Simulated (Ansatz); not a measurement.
Stepwise reaction of `[NH2][Nb](=[S])([Cl])[Cl]` with hydrogen fluoride, as a gas-phase model of exchange steps in deposition or etching. ΔE in kJ/mol; ΔG adds harmonic PBE0-D4 terms to CCSD(T)/CBS, at 1 bar.

Isolated molecules relaxed with PBE0-D4/def2-TZVP in Ansatz; ΔE leaves out vibrations. CCSD(T)/CBS adds triple-zeta CCSD(T) − MP2 to the extrapolated MP2 energy (def2 sets, frozen cores). This one scheme is used for every species. Functionals use def2-TZVPP. B3LYP here is the variant with VWN-RPA as its local correlation; programs differ in this. Elements past krypton have def2 core potentials. For Nb outer-core shells are correlated without core-valence functions, which leaves a few kJ/mol of doubt a bond. Each species was taken in one conformer, which may not be the lowest.

```tsv
step	reaction	PBE-D4	B3LYP-D4	ωB97M-V	CCSD(T)/CBS	ΔG(400 K)
2	`[NH2][Nb]([F])(=[S])[Cl]` + H–F → `[NH2][Nb]([F])([F])=[S]` + HCl	-6.4	-6.6	-9.1	5.5	-0.8
```

Problem. Give the row of step 1, `[NH2][Nb](=[S])([Cl])[Cl]` + H–F → `[NH2][Nb]([F])(=[S])[Cl]` + HCl. (An estimate is asked.)

Solution. The calculation gave: 
| step | reaction | PBE-D4 | B3LYP-D4 | ωB97M-V | CCSD(T)/CBS | ΔG(400 K) |
| --- | --- | --- | --- | --- | --- | --- |
| 1 | `[NH2][Nb](=[S])([Cl])[Cl]` + H–F → `[NH2][Nb]([F])(=[S])[Cl]` + HCl | -5.5 | -5.5 | -8.2 | 7.0 | 0.8 |

Problem. By hand: ΔE of the 2 steps together at CCSD(T)/CBS.

Solution. (7.0) + (5.5) = 12.5 kJ/mol, or 6.2 kJ/mol a step.

In ΔE the steps differ by no more than 1.5 kJ/mol. All are uphill at CCSD(T)/CBS. ΔG lies between -0.8 and 0.8 kJ/mol a step. PBE-D4 differs from CCSD(T)/CBS by -12.5 to -11.9 kJ/mol a step. Isolated molecules leave out the surface, adducts and barriers. Largest T1 diagnostic: 0.023.
